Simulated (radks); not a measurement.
Charge is removed step by step from the 4d (averaged over the sub-levels emptied) level of neutral tin, starting from [Kr] 4d10 5s2 5p2. Method: Dirac Kohn-Sham, PBE, spin-unpolarised, spherical densities, finite nucleus; open shells are shared between the two j in proportion to 2j + 1; Fermi nuclear charge, rms radius 4.6519 fm; computed with a radial shooting solver on a logarithmic mesh with Libxc functionals.

| removed (e) | E - E(0) (eV) | eigenvalue (eV) | E minus straight line (eV) |
|---|---|---|---|
| 0 | 0.000 | -25.820 | 0.000 |
| 0.125 | 3.329 | -27.446 | -0.756 |
| 0.25 | 6.863 | -29.118 | -1.305 |
| 0.375 | 10.610 | -30.830 | -1.644 |
| 0.5 | 14.572 | -32.580 | -1.765 |
| 0.625 | 18.756 | -34.366 | -1.666 |
| 0.75 | 23.165 | -36.185 | -1.341 |
| 0.875 | 27.804 | -38.035 | -0.787 |
| 1 | 32.675 | -39.916 | 0.000 |

Removing the whole electron costs 32.675 eV by Delta-SCF, against 25.820 eV from minus the eigenvalue at the starting occupation. Slater's transition state (half an electron removed) gives 32.580 eV. Integrating minus the eigenvalue over the occupation (Janak's theorem) gives 32.675 eV. The mean slope of the eigenvalue, de/dn, is 14.1 eV per electron.
